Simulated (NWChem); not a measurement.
The numbers come from NWChem runs, not from measurements. System: H$_{2}$B, charge 0, spin multiplicity 2, at a geometry optimised with UPBE0/def2-SVP. The structure started from a generated list of species. Its SCF solution wasn't tested for a lower state. Level: ROCCSD(T)/def2-TZVP, 1 core orbitals frozen.

The NWChem input:

```
start mol
memory heap 100 mb stack 700 mb global 1900 mb
geometry units angstroms nocenter noautoz
  B      0.000000     0.000000     0.147828
  H      1.088215     0.000000    -0.369570
  H     -1.088215     0.000000    -0.369570
  symmetry group C2v
end
basis spherical
  * library def2-tzvp
end
scf
  rohf
  nopen 1
  maxiter 100
  thresh 1e-7
  semidirect memsize 60000000 filesize 0
  # guess.movecs holds the orbitals of an unrestricted PBE0 run
  vectors input guess.movecs output mol.movecs
end
tce
  freeze core 1
  ccsd(t)
  2eorb
  2emet 13
  thresh 1e-6
  maxiter 100
  tilesize 24
end
task tce energy
```

Output (cleaned and shortened):

```
             Northwest Computational Chemistry Package (NWChem) 7.3.0
             --------------------------------------------------------

                                NWChem Input Module
                                -------------------

 Scaling coordinates for geometry "geometry" by  1.889725989
 (inverse scale =  0.529177249)

 Turning off AUTOSYM since
 SYMMETRY directive was detected!

                             Geometry "geometry" -> ""
                             -------------------------

 Output coordinates in angstroms (scale by  1.889725989 to convert to a.u.)

  No.       Tag          Charge          X              Y              Z
 ---- ---------------- ---------- -------------- -------------- --------------
    1 B                    5.0000     0.00000000     0.00000000     0.14782800
    2 H                    1.0000     1.08821500     0.00000000    -0.36957000
    3 H                    1.0000    -1.08821500     0.00000000    -0.36957000

 Effective nuclear repulsion energy (a.u.)       4.6348224837

            Nuclear Dipole moment (a.u.)
            ----------------------------
        X                 Y               Z
 ---------------- ---------------- ----------------
     0.0000000000     0.0000000000     0.0000000000

      Symmetry information
      --------------------

 Group name             C2v
 Group number             16
 Group order               4
 No. of unique centers     2

      Symmetry unique atoms

     1    2


 Summary of "ao basis" -> "" (spherical)
 ------------------------------------------------------------------------------
       Tag                 Description            Shells   Functions and Types
 ---------------- ------------------------------  ------  ---------------------
 *                         def2-tzvp                  on all atoms

 Summary of "ao basis" -> "ao basis" (spherical)
 ------------------------------------------------------------------------------
       Tag                 Description            Shells   Functions and Types
 ---------------- ------------------------------  ------  ---------------------
[...]
            Beta electrons :     3
           No. of orbitals :    86
            Alpha orbitals :    43
             Beta orbitals :    43
        Alpha frozen cores :     1
         Beta frozen cores :     1
     Alpha frozen virtuals :     0
      Beta frozen virtuals :     0
         Spin multiplicity : doublet
    Number of AO functions :    43
       Number of AO shells :    19
        Use of symmetry is : on
      Symmetry adaption is : on
         Schwarz screening : 0.10D-09

          Correlation Information
          -----------------------
          Calculation type : Coupled-cluster singles & doubles w/ perturbation
   Perturbative correction : (T)
            Max iterations :      100
        Residual threshold : 0.10D-05
     T(0) DIIS level shift : 0.00D+00
     L(0) DIIS level shift : 0.00D+00
     T(1) DIIS level shift : 0.00D+00
     L(1) DIIS level shift : 0.00D+00
     T(R) DIIS level shift : 0.00D+00
     T(I) DIIS level shift : 0.00D+00
   CC-T/L Amplitude update :  5-th order DIIS
                I/O scheme : Global Array Library
        L-threshold :  0.10D-05
        EOM-threshold :  0.10D-05
 no EOMCCSD initial starts read in
 TCE RESTART OPTIONS
 SLICE:      F
 D4D5:       F
 quantumc:   F
 qrotation:  F
 pwtce:      F
 qducc:      F
 nacto:                         0
 nrotv:                         0
 nrot:                          0

            Memory Information
            ------------------
          Available GA space size is     249033102 doubles
          Available MA space size is     104854204 doubles

 Maximum block size supplied by input
 Maximum block size        24 doubles

 tile_dim =     16

 -------------------------------------------------

 Global array virtual files algorithm will be used

 Parallel file system coherency ......... OK

 4-electron integrals stored in orbital form

 v2    file size   =           264337
 4-index algorithm nr.  13 is used
 imaxsize =       30
 imaxsize ichop =        0


CCSD iterations
 ---------------------------------------------------------
 Iter          Residuum       Correlation     Cpu    Wall
 ---------------------------------------------------------
    1   0.0914992471586  -0.0810387890524     0.1     0.1
    2   0.0271754120139  -0.0941149888956     0.1     0.1
    3   0.0097430256368  -0.0970325950272     0.1     0.1
    4   0.0038771576739  -0.0979144036744     0.1     0.1
    5   0.0016820779435  -0.0982140108738     0.1     0.1
    6   0.0003568589164  -0.0984058917798     0.1     0.1
    7   0.0001654380768  -0.0984051818236     0.1     0.1
    8   0.0000879343671  -0.0984067115271     0.1     0.1
    9   0.0000477716898  -0.0984076342702     0.1     0.1
   10   0.0000263555116  -0.0984080167306     0.1     0.1
   11   0.0000028576697  -0.0984085747989     0.1     0.1
   12   0.0000009538772  -0.0984087559956     0.1     0.1
 -----------------------------------------------------------------
 Iterations converged
 CCSD correlation energy / hartree =        -0.098408755995625
 CCSD total energy / hartree       =       -25.857111805282177

 Singles contributions

 Doubles contributions
 CCSD(T)
 Using plain CCSD(T) code
             total no. of tasks          379
 total no. of tasks / no. procs          379
                         wl_min            1           1.0
                         wl_max         4096           4.0
        thresh for no. of tasks          379

 CCSD[T]  correction energy / hartree =        -0.001966039782077
 CCSD[T] correlation energy / hartree =        -0.100374795777701
 CCSD[T] total energy / hartree       =       -25.859077845064252
 CCSD(T)  correction energy / hartree =        -0.001934612812446
 CCSD(T) correlation energy / hartree =        -0.100343368808071
 CCSD(T) total energy / hartree       =       -25.859046418094621

 Task  times  cpu:        3.0s     wall:        3.0s

 Total times  cpu:        3.0s     wall:        3.0s
```
